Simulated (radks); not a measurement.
Problem. Lu2+, 69 electrons, occupied as [Xe] 4f13.5 5d0.5 6p1 (fractional occupations, a model configuration). All-electron calculation, scalar-relativistic Kohn-Sham, PBE, spin-polarised, spherical densities, point nucleus; open shells are filled with parallel spins first (spin-orbit coupling, left out, can overturn this in heavy ions). Program: a radial shooting solver on a logarithmic mesh with Libxc functionals. Some entries of the table are withheld. Estimate them.

| orbital | occ. | eigenvalue (Ry) | <r^2> (bohr^2) |
|---|---|---|---|
| 1s up | 1 | -4650.198 | 0.0005119 |
| 1s down | 1 | -4650.198 | 0.0005119 |
| 2s up | 1 | -792.9674 | 0.007918 |
| 2s down | 1 | -792.9652 | 0.007918 |
| 2p up | 3 | -697.7347 | 0.006494 |
| 2p down | 3 | -697.7328 | 0.006494 |
| 3s up | 1 | -181.0400 | 0.05167 |
| 3s down | 1 | -181.0214 | 0.05167 |
| 3p up | 3 | -152.4675 | 0.05226 |
| 3p down | 3 | -152.4488 | 0.05225 |
| 3d up | 5 | -118.1875 | 0.04344 |
| 3d down | 5 | -118.1726 | 0.04344 |
| 4s up | 1 | -37.41255 | 0.2577 |
| 4s down | 1 | -37.37534 | 0.2577 |
| 4p up | 3 | -28.03334 | 0.2931 |
| 4p down | 3 | -27.99695 | 0.2931 |
| 4d up | 5 | -15.80468 | 0.3469 |
| 4d down | 5 | -15.76859 | 0.3469 |
| 5s up | 1 | -6.04737 | 1.510 |
| 5s down | 1 | -6.01075 | 1.508 |
| 5p up | 3 | -3.83587 | 2.101 |
| 5p down | 3 | -3.79507 | 2.092 |
| 4f up | 7 | -2.37105 | 0.6419 |
| 4f down | 6.5 | -2.33368 | 0.6401 |
| 5d up | 0.5 | (1) | 5.137 |
| 5d down | 0 | (2) | 4.923 |
| 6p up | 1 | (3) | 15.05 |

Solution. 
(1) 5d up eigenvalue (Ry): -1.40544
(2) 5d down eigenvalue (Ry): -1.34589
(3) 6p up eigenvalue (Ry): -1.00668
